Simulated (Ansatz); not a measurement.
`FC[SiH]([SiH3])S` + `[SiH3][AsH2]` → `[SiH3][SiH](S)[AsH2]` + `FC[SiH3]`  (redistribution)

Gas-phase electronic energies from Ansatz, PBE0-D4/def2-TZVP geometries. CCSD(T)/CBS is the MP2 limit (def2-TZVPP, def2-QZVPP) plus CCSD(T) − MP2 in def2-TZVPP, frozen cores. Functionals use def2-TZVPP. B3LYP here is the variant with VWN-RPA as its local correlation; programs differ in this. For As outer-core shells are correlated without core-valence functions, which leaves a few kJ/mol of doubt a bond. Scalar relativity is left out up to krypton. Each species was taken in one conformer, which may not be the lowest.

`FC[SiH]([SiH3])S`:

Cartesian coordinates in Å:
```
F 0.013 1.298 2.182
C -0.939 1.059 1.196
Si -0.447 -0.490 0.214
Si 1.675 -0.248 -0.738
S -1.946 -0.615 -1.322
H -0.992 1.938 0.546
H -1.912 0.935 1.682
H -0.501 -1.673 1.115
H 1.887 -1.348 -1.719
H 1.746 1.053 -1.455
H 2.747 -0.307 0.290
H -1.330 -1.602 -1.992
```

`[SiH3][AsH2]`:

Cartesian coordinates in Å:
```
Si -0.232 0.087 -0.825
As -0.363 0.060 1.536
H -0.589 1.451 -1.295
H -1.227 -0.879 -1.357
H 1.114 -0.267 -1.344
H 0.944 0.830 1.672
H 0.352 -1.282 1.614
```

`[SiH3][SiH](S)[AsH2]`:

Z-matrix (Å, degrees):
```
Si
Si 1 2.335
H 1 1.487 2 108.3
H 1 1.488 2 112.0 3 120.4
H 1 1.487 2 109.0 3 -118.6
S 2 2.145 1 106.4 3 -179.2
As 2 2.368 1 113.0 3 60.9
H 2 1.490 1 110.8 3 -58.8
H 6 1.345 2 95.3 1 -177.1
H 7 1.522 2 92.3 1 39.4
H 7 1.524 2 92.3 1 -53.3
```

`FC[SiH3]`:

Z-matrix (Å, degrees):
```
C
Si 1 1.895
F 1 1.391 2 110.4
H 1 1.095 2 111.2 3 120.0
H 1 1.095 2 111.2 3 -120.0
H 2 1.484 1 110.0 3 60.5
H 2 1.484 1 110.0 3 -60.5
H 2 1.488 1 107.8 3 180.0
```

```json
{"level": "PBE-D4", "ΔE (kcal/mol)": "-1.5", "difference from CCSD(T)/CBS": "0.1"}
{"level": "r2SCAN-D4", "ΔE (kcal/mol)": "-1.2", "difference from CCSD(T)/CBS": "0.4"}
{"level": "PBE0-D4", "ΔE (kcal/mol)": "-1.5", "difference from CCSD(T)/CBS": "0.1"}
{"level": "B3LYP-D4", "ΔE (kcal/mol)": "-1.6", "difference from CCSD(T)/CBS": "0.0"}
{"level": "ωB97X-V", "ΔE (kcal/mol)": "-1.0", "difference from CCSD(T)/CBS": "0.6"}
{"level": "ωB97M-V", "ΔE (kcal/mol)": "-1.1", "difference from CCSD(T)/CBS": "0.5"}
{"level": "B2PLYP", "ΔE (kcal/mol)": "-1.3", "difference from CCSD(T)/CBS": "0.3"}
{"level": "PBE", "ΔE (kcal/mol)": "-1.1", "difference from CCSD(T)/CBS": "0.5"}
{"level": "r2SCAN", "ΔE (kcal/mol)": "-1.2", "difference from CCSD(T)/CBS": "0.4"}
{"level": "PBE0", "ΔE (kcal/mol)": "-1.1", "difference from CCSD(T)/CBS": "0.5"}
{"level": "B3LYP", "ΔE (kcal/mol)": "-1.0", "difference from CCSD(T)/CBS": "0.6"}
{"level": "HF/def2-TZVPP", "ΔE (kcal/mol)": "-0.8", "difference from CCSD(T)/CBS": "0.8"}
{"level": "MP2/def2-TZVPP", "ΔE (kcal/mol)": "-1.9", "difference from CCSD(T)/CBS": "-0.3"}
{"level": "SCS-MP2/def2-TZVPP", "ΔE (kcal/mol)": "-1.6", "difference from CCSD(T)/CBS": "0.0"}
{"level": "CCSD/def2-TZVPP", "ΔE (kcal/mol)": "-1.1", "difference from CCSD(T)/CBS": "0.5"}
{"level": "CCSD(T)/def2-TZVPP", "ΔE (kcal/mol)": "-1.3", "difference from CCSD(T)/CBS": "0.3"}
{"level": "HF/def2-QZVPP", "ΔE (kcal/mol)": "-0.8", "difference from CCSD(T)/CBS": "0.8"}
{"level": "MP2/def2-QZVPP", "ΔE (kcal/mol)": "-2.1", "difference from CCSD(T)/CBS": "-0.5"}
{"level": "SCS-MP2/def2-QZVPP", "ΔE (kcal/mol)": "-1.8", "difference from CCSD(T)/CBS": "-0.2"}
{"level": "HF/CBS(def2)", "ΔE (kcal/mol)": "-0.8", "difference from CCSD(T)/CBS": "0.8"}
{"level": "MP2/CBS(def2)", "ΔE (kcal/mol)": "-2.3", "difference from CCSD(T)/CBS": "-0.7"}
{"level": "CCSD/CBS(def2)", "ΔE (kcal/mol)": "-1.4", "difference from CCSD(T)/CBS": "0.2"}
{"level": "CCSD(T)/CBS", "ΔE (kcal/mol)": "-1.6", "difference from CCSD(T)/CBS": "0"}
```

Largest T1 diagnostic among the species: 0.012.
